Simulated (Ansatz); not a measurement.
# Counterpoise correction, worked out

The pair of F⁻ (SMILES [F-], atom 1) and SbH₃ (SMILES [SbH3], atoms 2–5), both closed shells, in one local arrangement (a lower one may exist), relaxed at PBE0-D4/def2-TZVPD:

```
atom    x (Å)    y (Å)    z (Å)
  F1   0.5550   1.3948  -1.4537
 Sb2  -0.5591   0.2023   0.0025
  H3   0.7785   0.5813   1.0079
  H4   0.1603  -1.1041  -0.8456
  H5  -0.9348  -1.0743   1.2889
```

Program: Ansatz 0.2.0. Basis: def2-TZVPPD. Cores are frozen in the correlated methods. Filled d shells of the heavier atoms are correlated. Core potentials replace the inner electrons of the atoms past krypton. The def2 sets are not built for correlating such inner shells, so the correlated values are less sure here.

MP2 total energies in eV:

| system | geometry | basis functions | energy |
| --- | --- | --- | --- |
| pair | pair | all | -9282.84377 |
| F⁻ | as in the pair | all (partner as ghosts) | -2714.17191 |
| SbH₃ | as in the pair | all (partner as ghosts) | -6567.28024 |
| F⁻ | as in the pair | its own | -2714.14478 |
| SbH₃ | as in the pair | its own | -6567.23593 |
| F⁻ | free (PBE0-D4 minimum) | its own | -2714.14478 |
| SbH₃ | free (PBE0-D4 minimum) | its own | -6567.48826 |

Task: Work out the interaction energy with and without the counterpoise correction, the superposition error, and the binding energy from the relaxed fragments.

Result: Without correction: -9282.84377 − (-2714.14478) − (-6567.23593) = -1.46306 eV.
With correction (each fragment in the whole basis): -9282.84377 − (-2714.17191) − (-6567.28024) = -1.39162 eV = -32.09 kcal/mol.
The superposition error is the difference, 0.07144 eV, 5 % of the uncorrected value: each fragment borrows its partner's functions.
Deformation from the free shapes: 0.00000 eV for F⁻ and 0.25233 eV for SbH₃.
Binding energy from relaxed fragments: -1.39162 + 0.00000 + 0.25233 = -1.13929 eV = -26.27 kcal/mol (electronic, without zero-point energy; negative means bound). The deformation is large: the pair is on the way to a chemical bond or a shared proton. For comparison, the corrected interaction energy by CCSD(T) at an estimated basis limit (MP2 extrapolated from triple and quadruple zeta, plus CCSD(T) − MP2 in triple zeta) is -1.546 eV.

The T1 diagnostic stays at or below 0.023.

For scale, one of the runs: CCSD(T)/def2-TZVPPD, 147 basis functions, launched by `ansatz run in.yaml --threads 2 --pin off --events-out ev --progress --plain --max-ram 5222MiB`. The run took 30 s on 2 CPU threads of an Arm Neoverse V1 (shared host), with 1.1 GiB of host memory at its peak.
